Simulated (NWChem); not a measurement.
## Atomisation of H4ClGaN2

```
Ga
N 1 1.8032
H 2 1.0119 1 123.36
H 2 1.0121 3 112.00 1 158.73
N 1 1.8032 2 125.67 3 -13.21
H 5 1.0119 1 123.36 2 -13.21
H 5 1.0121 6 112.00 1 158.73
Cl 1 2.1541 2 117.16 3 166.79
```
Charge 0, spin multiplicity 1.

Everything below was run with NWChem. The geometry was optimised at PBE0/def2-SVP, a minimum by its harmonic frequencies. It is one conformer; others weren't searched.

Basis set: def2-TZVP. The atomisation energy is electronic alone: no zero-point, thermal, spin-orbit or counterpoise terms. No value is extrapolated to the basis-set limit. Free atoms are single determinants with multiplicities Ga 2, Cl 2, N 4, H 2. Correlated methods freeze the same cores in atoms and molecule, 16 orbitals in all.

| method | atomisation energy (kcal/mol) | relative cost |
|---|---|---|
| r2SCAN | 603.8 | under 3 |
| PBE0 | 601.0 | 1 |
| HF | 403.0 | under 3 |
| MP2 | 595.1 | 4 |
| B3LYP | 598.2 | under 3 |
| LC-wPBE (omega 0.3 per bohr) | 611.1 | 10 |
| M06-2X | 608.8 | under 3 |
| PBE | 613.9 | under 3 |

The values span 210.9 kcal/mol, from HF (lowest) to PBE (highest). The cost column gives rough processor time relative to PBE0; each entry includes its own SCF. Costs are the molecule's.

The Hamiltonian is non-relativistic. B3LYP has NWChem's definition, with VWN1-RPA local correlation. GW and range-separated runs recompute their integrals, the others keep them in memory, which bears on the times. The structure started from a generated list of species. The stability of the SCF solutions was not checked. Open-shell Hartree-Fock references start from PBE0 orbitals; any time given for them includes that run.
